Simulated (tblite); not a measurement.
C₆H₁₁B.
Geometry (GFN2-xTB, Å), atoms numbered from 1 in this order:
```xyz
18
C6H11B angstrom
C      2.5455   -0.9946    1.2426
C      1.8871    0.1187    0.9240
B      0.4955    0.1527    0.2458
C     -0.4033   -1.0791   -0.1752
C     -1.7659   -0.4569   -0.5225
C     -1.4448    0.9404   -1.0554
C     -0.3030    1.4536   -0.1641
H      3.5189   -0.9856    1.7102
H      2.1310   -1.9699    1.0435
H      2.3749    1.0609    1.1559
H     -0.5031   -1.8849    0.5525
H      0.0219   -1.5345   -1.0752
H     -2.3623   -0.3682    0.3880
H     -2.3336   -1.0502   -1.2406
H     -1.0904    0.8637   -2.0855
H     -2.3182    1.5936   -1.0472
H      0.2683    2.2458   -0.6493
H     -0.7274    1.9009    0.7408
```

Method: GFN2-xTB as coded in tblite; computed harmonic values from a numerical Hessian at the method's own geometry, unscaled. Against measured fundamentals such values can be off by several per cent, at times by over 20. One conformer, not necessarily the lowest.

Harmonic wavenumbers (cm⁻¹): 29.9, 100.2, 160.0, 225.8, 277.8, 373.2, 489.7, 500.8, 577.3, 605.4, 756.6, 805.8, 877.9, 925.0, 934.9, 955.6, 983.2, 1016.3, 1038.0, 1045.4, 1084.7, 1099.3, 1126.1, 1192.8, 1203.1, 1209.2, 1256.9, 1290.3, 1305.6, 1316.4, 1328.3, 1415.3, 1456.9, 1458.7, 1496.2, 1506.3, 1647.2, 2935.5, 2940.0, 2962.8, 2977.2, 2982.4, 2987.7, 2993.4, 2994.3, 3015.1, 3074.0, 3105.4.

A = 5755, B = 1679, C = 1359 MHz; mass 94.095 u (most abundant isotopes); point group C1, symmetry number 1.

Problem. Zero-point energy?

Solution. ½Σν̃ = 34020 cm⁻¹ = 406.97 kJ/mol.

Problem. Entropy at 298.15 K, 1 bar (ideal gas, RRHO, classical rotation)?

Solution. Translation 165.53, rotation 115.46, vibration 85.61: S = 366.6 J/(mol K).

Problem. And Cp and H(298.15 K) − H(0)?

Solution. Cp = 128.72 J/(mol K), of which vibrations give 95.46 (their classical limit is 48 R = 399.1); H(298.15 K) − H(0) = 23.16 kJ/mol without the zero-point energy, 13.25 from vibrations.

Problem. How do the functions run with temperature in this model?

Solution. 
| T (K) | S (J/(mol K)) | Cp (J/(mol K)) | H − H(0) (kJ/mol) | G − H(0) (kJ/mol) | ln q(vib) |
| --- | --- | --- | --- | --- | --- |
| 150 | 299.4 | 76.1 | 8.23 | -36.68 | 2.36 |
| 250 | 345.7 | 109.5 | 17.43 | -68.99 | 4.10 |
| 400 | 410.2 | 169.9 | 38.39 | -125.70 | 6.83 |
| 600 | 492.4 | 235.9 | 79.36 | -216.07 | 10.72 |
| 900 | 601.2 | 299.6 | 160.49 | -380.56 | 16.64 |

q(vib) and H(0) count from the zero-point level.

Problem. What must be added to the electronic energy to get the Gibbs energy at 298.15 K and 1 bar?

Solution. ZPE + [H(298.15 K) − H(0)] − T·S = 406.97 + 23.16 − 109.30 = 320.83 kJ/mol.

Problem. Blend soft modes into free rotors: weight 1/[1 + (100 cm⁻¹/ν̃)⁴] for the oscillator and the rest for a rotor with moment μB/(μ + B), μ = h/(8π²ν), B = 10⁻⁴⁴ kg m². What vibrational entropy results?

Solution. 76.94 J/(mol K) in place of 85.61, which changes −T·S at 298.15 K by +2.58 kJ/mol.

Problem. Which modes carry the vibrational entropy at 298.15 K?

Solution. 29.9 cm⁻¹: 24.42; 100.2 cm⁻¹: 14.44; 160.0 cm⁻¹: 10.67; 225.8 cm⁻¹: 8.00; 277.8 cm⁻¹: 6.47; 373.2 cm⁻¹: 4.46 J/(mol K); the other 42 give 17.15 together.

Hindered rotation and anharmonicity are outside this model. Other conformers, if any are populated, would add a mixing term that is left out. The structure is chiral; the term R ln 2 for an equal mix with its mirror image is left out.
